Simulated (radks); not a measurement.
Cl-, 18 electrons, occupied as [Ar].

Method: scalar-relativistic Kohn-Sham, LDA (Slater exchange, Perdew-Wang correlation), spin-polarised, spherical densities, finite nucleus; Fermi nuclear charge, rms radius 3.3654 fm; Watson sphere of charge +1 and radius 3.03 bohr; computed with a radial shooting solver on a logarithmic mesh with Libxc functionals.

Energy parts (Ry; the electron-nucleus part includes the sphere):
part                       energy
total                  -932.30690
kinetic                 924.32285
electron-nucleus      -2223.60722
Hartree                 421.09597
exchange-correlation    -54.11849

Orbitals (lengths in bohr, moments of r in powers of bohr):
| orbital | occ. | eigenvalue (Ry) | <r^4> | <r> | <r^2> | <1/r> |
|---|---|---|---|---|---|---|
| 1s | 2 | -201.3144 | 0.0003233 | 0.09121 | 0.01119 | 16.63 |
| 2s | 2 | -18.30033 | 0.1011 | 0.4461 | 0.2366 | 3.296 |
| 2p | 6 | -13.88180 | 0.09220 | 0.4079 | 0.2075 | 3.201 |
| 3s | 2 | -1.39740 | 15.05 | 1.578 | 2.921 | 0.8834 |
| 3p | 6 | -0.55250 | 46.14 | 1.973 | 4.756 | 0.7041 |

The highest occupied level is 3p at -7.517 eV. The electron density at the nucleus is 3575 e/bohr^3 (large components only). Summed over all electrons, <r^2> = 36.12 bohr^2, which gives a Langevin (diamagnetic) susceptibility term of -28.6 x 10^-6 cm^3/mol. The density falls to 0.001 e/bohr^3 at r = 4.21 bohr.
